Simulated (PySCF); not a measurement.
Isomers of C7H8NOP, mass 153.034 u with the commonest isotopes. Computed with PBE0/pcSseg-1 in PySCF (dipole) on a GFN2-xTB geometry, gas phase. One conformer each, none proved a minimum here; rigid rotors.

Question: Order these by dipole moment, smallest first.
A. `[CH3:1][C:2](=[O:3])[c:4]1[n:5][cH:6][cH:7][p:8][c:9]1[CH3:10]` with C1–C2–C4–N5 0°
B. `[CH:1]#[C:2][P@@:3](=[O:4])([CH2:5][C:6]#[N:7])[CH2:8][CH:9]=[CH2:10]` with C2–P3–C5–C6 57°, C2–P3–C8–C9 -173°, P3–C8–C9–C10 109°
C. `[CH3:1][O:2]/[CH:3]=[P:4]/[c:5]1[cH:6][cH:7][n:8][cH:9][cH:10]1` with C1–O2–C3–P4 171°, C3–P4–C5–C6 138°
D. `[CH3:1][C:2](=[O:3])[c:4]1[n:5][c:6]([CH3:7])[cH:8][cH:9][p:10]1` with C1–C2–C4–N5 0°
E. `[CH3:1][C:2](=[O:3])[c:4]1[cH:5][p:6][cH:7][c:8]([CH3:9])[n:10]1` with C1–C2–C4–C5 180°
F. `[CH2:1]=[CH:2][c:3]1[p:4][cH:5][cH:6][n:7][c:8]1[O:9][CH3:10]` with C1–C2–C3–P4 0°, N7–C8–O9–C10 0°
G. `[CH3:1][CH:2]([CH3:3])[c:4]1[o:5][cH:6][c:7]([C:8]#[N:9])[p:10]1` with C1–C2–C4–O5 -123°

Answer: B (0.66 D), F (0.88 D), A (2.43 D), E (3.45 D), C (3.73 D), D (4.42 D), G (5.42 D).

Question: Order these by out-of-plane moment Σ m c² = (Ia + Ib − Ic)/2, largest first.
A. `[CH:1]#[C:2][P@@:3](=[O:4])([CH2:5][C:6]#[N:7])[CH2:8][CH:9]=[CH2:10]` with C2–P3–C5–C6 57°, C2–P3–C8–C9 -173°, P3–C8–C9–C10 109°
B. `[CH3:1][O:2]/[CH:3]=[P:4]/[c:5]1[cH:6][cH:7][n:8][cH:9][cH:10]1` with C1–O2–C3–P4 171°, C3–P4–C5–C6 138°
C. `[CH3:1][CH:2]([CH3:3])[c:4]1[o:5][cH:6][c:7]([C:8]#[N:9])[p:10]1` with C1–C2–C4–O5 -123°
D. `[CH3:1][C:2](=[O:3])[c:4]1[n:5][c:6]([CH3:7])[cH:8][cH:9][p:10]1` with C1–C2–C4–N5 0°
E. `[CH2:1]=[CH:2][c:3]1[p:4][cH:5][cH:6][n:7][c:8]1[O:9][CH3:10]` with C1–C2–C3–P4 0°, N7–C8–O9–C10 0°

Answer: A (94.68 u·Å²), C (53.57 u·Å²), B (30.08 u·Å²), D (3.11 u·Å²), E (1.59 u·Å²).

Question: Order these by rotational constant B, smallest first.
A. `[CH3:1][C:2](=[O:3])[c:4]1[cH:5][p:6][cH:7][c:8]([CH3:9])[n:10]1` with C1–C2–C4–C5 180°
B. `[CH2:1]=[CH:2][c:3]1[p:4][cH:5][cH:6][n:7][c:8]1[O:9][CH3:10]` with C1–C2–C3–P4 0°, N7–C8–O9–C10 0°
C. `[CH3:1][C:2](=[O:3])[c:4]1[n:5][c:6]([CH3:7])[cH:8][cH:9][p:10]1` with C1–C2–C4–N5 0°
D. `[CH3:1][O:2]/[CH:3]=[P:4]/[c:5]1[cH:6][cH:7][n:8][cH:9][cH:10]1` with C1–O2–C3–P4 171°, C3–P4–C5–C6 138°
E. `[CH:1]#[C:2][P@@:3](=[O:4])([CH2:5][C:6]#[N:7])[CH2:8][CH:9]=[CH2:10]` with C2–P3–C5–C6 57°, C2–P3–C8–C9 -173°, P3–C8–C9–C10 109°
F. `[CH3:1][CH:2]([CH3:3])[c:4]1[o:5][cH:6][c:7]([C:8]#[N:9])[p:10]1` with C1–C2–C4–O5 -123°

Answer: D (559.3 MHz), F (659.5 MHz), A (945.9 MHz), C (1012 MHz), E (1047 MHz), B (1182 MHz).

```csv
SMILES,point group,Ia (u·Å²),Ib (u·Å²),Ic (u·Å²),κ,μa (D),μb (D),μc (D)
C#C[P@@](=O)(CC#N)CC=C,C1,364.91,482.58,658.12,-0.09,0.11,0.07,0.64
CC(C)c1occ(C#N)p1,near Cs,170.40,766.31,829.58,-0.96,5.03,2.02,0.10
CC(=O)c1nc(C)ccp1,Cs,282.57,499.62,775.96,-0.37,4.20,1.37,0.00
CC(=O)c1cpcc(C)n1,Cs,291.63,534.28,819.70,-0.41,2.69,2.17,0.00
CO/C=P/c1ccncc1,C1,167.84,903.58,1011.26,-0.95,3.07,1.89,0.98
CC(=O)c1nccpc1C,Cs,256.14,504.32,754.29,-0.49,1.93,1.47,0.00
C=Cc1pccnc1OC,Cs,333.10,427.71,757.64,0.21,0.83,0.30,0.00
```
